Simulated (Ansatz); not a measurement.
Computed with Ansatz on PBE0-D4/def2-TZVP structures; ΔE is electronic, products minus reactants. CBS: MP2 limit from def2 TZ/QZ plus the TZ coupled-cluster correction, frozen cores. This one scheme is used for every species. Functionals use def2-TZVPP. For Ga outer-core shells are correlated without core-valence functions, which leaves a few kJ/mol of doubt a bond. Scalar relativity is left out up to krypton. One conformer a species, not always the lowest.

Consider the ligand exchange at a Ga–F bond: `C[N](C)[Ga]([F])[N](C)C` + HCl → `C[N](C)[Ga]([Cl])[N](C)C` + H–F.

```
      level  ΔE (kJ/mol)
LDA (SPW92)        -34.5
  r2SCAN-D4        -31.5
```

(1) What does CCSD(T)/CBS give? (Best estimate.)

Largest T1 diagnostic among the species: 0.013.

Answers

(1) Ansatz gave: -39.3 kJ/mol. The listed levels differ from it by 4.8, 7.8 kJ/mol.

From PBE to PBE0 (25 % exact exchange), in def2-TZVPP and without D4, ΔE moves by −5.4 kJ/mol. In def2-TZVPP, CCSD(T) changes the Hartree–Fock value by −6.8 kJ/mol (the triples alone add −2.0 kJ/mol) and MP2 by −12.4 kJ/mol. Leaving LDA and LC-ωPBE aside and taking each functional with its dispersion term where it has one, the values, not all of them listed here, spread over 13.0 kJ/mol, from HSE06-D4 to CAM-B3LYP-D4. LDA lies −5.7 kJ/mol from PBE without D4.

CCSD(T)/CBS has its own doubt, a few kJ/mol and more with outer-core shells, so smaller differences from it don't rank the levels.
